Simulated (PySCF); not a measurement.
Compound: C7H12Si.
SMILES with atom numbers: `[CH3:1][CH2:2][CH2:3][SiH:4]1[CH:5]=[CH:6][CH:7]=[CH:8]1` (hydrogens: H9, H10, H11 on C1; H12, H13 on C2; H14, H15 on C3; H16 on Si4; H17 on C5; H18 on C6; H19 on C7; H20 on C8)

Level: wB97X-D/def2-SVPD in PySCF, non-relativistic, on one gas-phase PBE0-D3(BJ)/def2-SVP geometry that isn't relaxed in the solvent. The solvent is an IEF-PCM continuum (van der Waals radii × 1.2). Specific hydrogen bonds and non-electrostatic terms are outside this model.

Gas phase at wB97X-D/def2-SVPD: HOMO -8.48 eV, LUMO 0.31 eV, dipole 0.61 D.

Task: What does the continuum do to the energy, the frontier levels and the dipole at wB97X-D/def2-SVPD in acetone and acetonitrile?

Result: 
```csv
solvent,ε,E(solvent) − E(gas) (kJ/mol),polarisation term (kJ/mol),distortion of the solute (kJ/mol),HOMO (eV),LUMO (eV),dipole (D)
acetone,20.49,-8.98,-9.98,1.00,-8.53,0.28,0.79
acetonitrile,35.69,-9.33,-10.43,1.10,-8.54,0.28,0.80
```

The polarisation term is half the interaction of the solute with the surface charges that it induces; the rest is the cost of distorting the solute's density. The sum is the electrostatic part of solvation alone. From acetone to acetonitrile the lowering changes by a factor 1.04, Onsager's factor (ε − 1)/(2ε + 1) by 1.03 and ε itself by 1.7.

Task: How does the static polarisability (wB97X-D/def2-SVPD, frozen core, with the continuum's full static response) change?

Result: 
```tsv
medium	isotropic (au)	principal values (au)	⟨r²⟩ of the electrons (bohr²)
gas	106.8	85.8, 102.1, 132.6	1563.2
acetone	145.9	120.8, 145.1, 171.8	1562.4
acetonitrile	147.8	122.7, 147.2, 173.4	1562.4
```

The isotropic value in acetonitrile is 1.38 times the gas-phase one; no cavity-field correction is applied. ⟨r²⟩ is taken about the centre of nuclear charge.

Time: 62 s; peak memory 1.3 GiB. Hardware: an AMD EPYC 7R43 with one thread, shared host with 256 logical CPUs at a one-minute load of 157. This is the whole response run at wB97X-D/def2-SVPD in acetonitrile, SCF included.

Conformer computed: `[CH3:1][CH2:2][CH2:3][SiH:4]1[CH:5]=[CH:6][CH:7]=[CH:8]1`: C1–C2–C3–Si4 179°, C2–C3–Si4–C5 -66°.

wB97X-D is run here without its empirical dispersion term; that term would change no orbital, density or response property at a fixed geometry.
